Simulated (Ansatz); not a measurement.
Ansatz (an electronic-structure program) input file for C3H8BrInO, SMILES CC[O][In]([CH3])[Br], PBE0/def2-SVPD. Geometry optimised at PBE-D3(BJ)/def2-SVP. The def2 effective core potentials stand for the cores of In; spin–orbit coupling is left out. One conformer was computed; it need not be the lowest.

Ansatz 0.2 input:
```yaml
crystal:
  periodic: [false, false, false]
  atoms:
    - {symbol: In, position_ang: [0.07356258, 0.40330464, 0.08215830]}
    - {symbol: Br, position_ang: [0.81627395, -1.66588600, 1.29106307]}
    - {symbol: C, position_ang: [1.10786868, 2.30218527, 0.22691183]}
    - {symbol: H, position_ang: [2.05856863, 2.21897427, -0.33284120]}
    - {symbol: H, position_ang: [1.32021027, 2.50429321, 1.29304127]}
    - {symbol: H, position_ang: [0.47736595, 3.10097037, -0.20481583]}
    - {symbol: O, position_ang: [-1.63795019, -0.01926506, -0.92831191]}
    - {symbol: C, position_ang: [-2.15490426, 0.90860608, -1.86078816]}
    - {symbol: C, position_ang: [-1.31692265, 1.00456893, -3.13362166]}
    - {symbol: H, position_ang: [-3.18233077, 0.56367668, -2.12558817]}
    - {symbol: H, position_ang: [-2.28208686, 1.93310275, -1.42532175]}
    - {symbol: H, position_ang: [-1.19666185, 0.00314336, -3.59400754]}
    - {symbol: H, position_ang: [-1.78134967, 1.68131111, -3.88107098]}
    - {symbol: H, position_ang: [-0.30051923, 1.40057004, -2.91087722]}
basis:
  gaussian:
    orbitals: def2-SVPD
hamiltonian:
  xc: {name: PBE0}
```

Output:

```
WARN ansatz: RAYON_NUM_THREADS=2 ignored (pool sized by the plan → 2); use --threads N
Functional definition: PBE0
integrals: 0.23 GiB planned
2096 factors; their error is unknown
mean field: 1.92 GiB planned
mean field evaluation 1: about -80472.1927 eV, gradient 7.1e1 eV
mean field evaluation 2: about -80429.8365 eV, gradient 1.5e2 eV
mean field evaluation 4: about -80483.8451 eV, gradient 7.0e0 eV
mean field evaluation 8: about -80483.9747 eV, gradient 2.1e-1 eV
mean field evaluation 16: about -80484.1686 eV, gradient 2.9e-4 eV
mean field -80484.16862052 eV, -2957.7386426752 hartree, gradient 3.7e-5 eV, S^2 0.000000; 0 other end points of the search recorded, 0 dependent functions left out
reference -80484.16867103 eV, -2957.7386445315 hartree; 45, 45 occupied and 175, 175 virtual orbitals, 2096 factors
Total energy: -80484.16867103 eV, -2957.7386445315 hartree
```

The calculation finished and met its thresholds.
